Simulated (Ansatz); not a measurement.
## Cost against result

Saddle point of AlSiNH$_{8}$O$_{2}$F, doublet (AlSiH₃OF ([F][Al][O][SiH3]) + H₂O + NH₃ → AlNH₂F ([NH2][Al][F]) + SiH₄O ([OH][SiH3]) + H₂O (still joined by a long Al–O bond); bonds formed: O2–H7, H5–O8; bonds broken: H5–N6, H7–O8; bonds weakened to dative contacts: Al1–O2), PBE0-D4/def2-TZVP structure:

```
14
angstrom
Al -1.3852 0.7553 -0.3704
O -0.3380 -0.6750 0.2833
Si -0.3413 -2.2673 -0.2312
F -1.5217 0.3209 -1.9851
H 0.9987 1.4037 0.5803
N -0.0951 2.1223 -0.1509
H 0.5905 -0.2386 0.7029
O 1.5741 0.5923 0.9973
H 0.2290 -3.0876 0.8659
H -1.7482 -2.6444 -0.4893
H 0.4831 -2.4228 -1.4515
H -0.4249 2.9369 0.3531
H 0.2642 2.4599 -1.0397
H 1.7150 0.7446 1.9351
```

Barriers are electronic and count from the start structure reached by relaxing down the imaginary mode. Spin–orbit coupling is left out.

Program: Ansatz 0.2.0. Basis: as named in each row. Cores are frozen in the correlated methods; orbitals are unrestricted. B3LYP uses VWN-RPA correlation. Extrapolation: Hartree–Fock as exp(−7.88 √X), correlation as X^−2.97.

Times are rough, for one single point on 4 threads of a shared host (AMD EPYC 7R13), with one NVIDIA H100 (or a share of it) where marked.

The estimate by CCSD(T) at an estimated basis limit (MP2 extrapolated from triple and quadruple zeta, plus CCSD(T) − MP2 in triple zeta) is 23.61 kcal/mol.

| method | basis | time (s) | barrier (kcal/mol) | method less estimate |
| --- | --- | --- | --- | --- |
| HF | STO-3G | under 1 | -13.05 | -36.66 |
| PBE-D4 | STO-3G | under 1 | -35.31 | -58.91 |
| SPW92 | def2-SVP | 1 | 6.25 | -17.36 |
| B3LYP-D4 | 6-31G | 2 | 10.88 | -12.73 |
| PBE-D4 | def2-SVP | 2 | 13.05 | -10.56 |
| PBE0-D4 | def2-SVP | 3 | 16.34 | -7.27 |
| SPW92 | def2-TZVPP | 4 (H100) | 10.74 | -12.87 |
| B2PLYP | def2-TZVPP | 5 (H100) | 22.83 | -0.78 |
| PBE-QIDH | def2-TZVPP | 5 (H100) | 22.21 | -1.40 |
| PBE-D4 | def2-TZVPP | 6 (H100) | 17.31 | -6.30 |
| r2SCAN-D4 | def2-TZVPP | 6 (H100) | 19.52 | -4.09 |
| r2SCAN0-D4 | def2-TZVPP | 6 (H100) | 21.30 | -2.31 |
| BHLYP-D4 | def2-TZVPP | 6 (H100) | 25.01 | 1.40 |
| B97M-V | def2-TZVPP | 6 (H100) | 24.80 | 1.19 |
| B3LYP-D4 | def2-TZVPP | 6 (H100) | 21.62 | -1.99 |
| CAM-B3LYP-D4 | def2-TZVPP | 7 (H100) | 21.65 | -1.96 |
| wB97M-V | def2-TZVPP | 7 (H100) | 22.55 | -1.06 |
| BLYP-D4 | def2-TZVPP | 8 (H100) | 19.68 | -3.93 |
| wB97X-V | def2-TZVPP | 8 (H100) | 22.52 | -1.09 |
| PBE0-D4 | def2-TZVPP | 8 (H100) | 20.08 | -3.53 |
| RPA on PBE | def2-TZVPP | 8 (H100) | 23.01 | -0.60 |
| CCSD(T) | def2-SVP | 8 (H100) | 21.69 | -1.92 |
| wB97M-V | def2-SVP | 10 | 18.16 | -5.44 |
| MP2 | def2-QZVPP | 11 (H100) | 22.52 | -1.09 |
| CCSD(T) | def2-TZVPP | 29 (H100) | 23.32 | -0.29 |

All methods are single points on the PBE0-D4 structures; a negative value means that the method puts the saddle structure below the start.

T1 diagnostic: at most 0.013. ⟨S²⟩ of the unrestricted Hartree–Fock references: 0.75 (a pure state has 0.75).

Labels in which every atom is bracketed show which atoms are joined, not bond orders.
